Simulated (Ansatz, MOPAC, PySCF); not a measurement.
GeH4 (SMILES [GeH4]) and H4OSi (SMILES O[SiH3]) are pulled apart as rigid monomers along the line of their centres of mass, from the B3LYP-D3(BJ)/def2-TZVP minimum. Starting geometry (charge 0, multiplicity 1):
```xyz
11

Ge     0.393    -0.392     0.443
H     -0.903    -1.193     0.625
H      1.371    -0.700     1.584
H      0.084     1.110     0.401
H      1.044    -0.801    -0.893
O     -0.920     0.443     3.296
Si    -0.147     0.327     4.755
H     -1.822     0.771     3.275
H     -0.036     1.650     5.415
H      1.196    -0.202     4.452
H     -0.861    -0.592     5.675
```

Interaction energies with rigid monomers; basis-set methods are counterpoise corrected unless marked otherwise.

Rows in 6-31G* carry no dispersion term and start afresh at each structure (6-31G* with six Cartesian d functions); the Pople sets are all-electron and without relativity. The state reached by PM6, PM7 isn't checked; PM7 holds dispersion and hydrogen-bond terms.

Codes used: Ansatz (an electronic-structure program) with Gaussian orbitals; MOPAC for PM6, PM7 (differences of heats of formation); PySCF for 6-31G* rows, the dispersion terms. Values without a source in brackets are computed.

| Ge1···O6 (Å) | PM6 (kJ/mol) | PM7 (kJ/mol) | PBE-D3(BJ)/def2-TZVPPD (kJ/mol) | r2SCAN-D4/def2-TZVPPD (kJ/mol) | M06-2X/6-31G* (no counterpoise) (kJ/mol) |
|---|---|---|---|---|---|
| 2.93 | 335.7 | -9.2 | -3.3 | -2.8 | -13.3 |
| 3.25 | 222.7 | -6.1 | -7.0 | -6.2 | -12.7 |
| 3.73 | 99.0 | -3.3 | … | -5.0 | -8.0 |
| 4.53 | 10.9 | -1.3 | -2.6 | -2.1 | -3.5 |
| 5.81 | 0.2 | … | -0.6 | -0.5 | -0.4 |

Question: Some entries are withheld; supply them.

Answer: 
- 3.73, PBE-D3(BJ)/def2-TZVPPD (kJ/mol): -5.9
- 5.81, PM7 (kJ/mol): -0.2
